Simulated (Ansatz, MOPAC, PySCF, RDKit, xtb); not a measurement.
Complex: CH3F (SMILES CF) (first 5 atoms) with CH6Si (SMILES C[SiH3]); geometry from B3LYP-D3(BJ)/def2-TZVP, rigid monomers moved along the line of their centres of mass till F2···Si7 is 2.91 Å.
(charge 0, multiplicity 1):
```tsv
atom	x (Å)	y (Å)	z (Å)
C	-0.1471	-0.1337	0.5081
F	1.0017	0.1518	1.2392
H	-0.8590	0.6806	0.6440
H	0.1251	-0.2283	-0.5437
H	-0.5711	-1.0684	0.8757
C	-0.6108	-0.1291	5.7351
Si	0.0495	-0.0075	3.9809
H	-0.5255	0.8292	6.2511
H	-0.0540	-0.8712	6.3106
H	-1.6628	-0.4207	5.7384
H	-0.7271	0.9992	3.2173
H	-0.0851	-1.3174	3.2985
H	1.4759	0.3882	3.9928
```

Interaction energies are E(AB) − E(A) − E(B) at the monomers' geometry in the complex; basis-set methods are counterpoise corrected. Rows marked so take none.

Correlated levels freeze the cores. Rows in 6-31G* carry no dispersion term and start afresh at each structure (6-31G* with six Cartesian d functions). The state that AM1 reach isn't checked.

Codes used: Ansatz (Gaussian orbitals); MOPAC for AM1 (differences of heats of formation); PySCF for 6-31G* rows, the dispersion terms; RDKit for the force fields; xtb for the GFN methods. 

| level | interaction energy (kcal/mol) |
|---|---|
| MMFF94 | 3.77 |
| GFN-FF | -0.02 |
| AM1 | 5.03 |
| GFN2-xTB | 0.07 |
| PBE-D4/def2-TZVPPD | -0.66 |
| BP86/6-31G* (no counterpoise) | -0.32 |
| r2SCAN-D3(BJ)/def2-TZVPPD | -0.98 |
| B3LYP-D3(BJ)/def2-TZVPPD | … |
| CCSD(T)/aug-cc-pV(D+d)Z | … |

Task: Fill in the missing entries.

Result: 
- B3LYP-D3(BJ)/def2-TZVPPD, interaction energy (kcal/mol): -0.61
- CCSD(T)/aug-cc-pV(D+d)Z, interaction energy (kcal/mol): -0.18

Ansatz is a quantum-chemistry and plane-wave program.
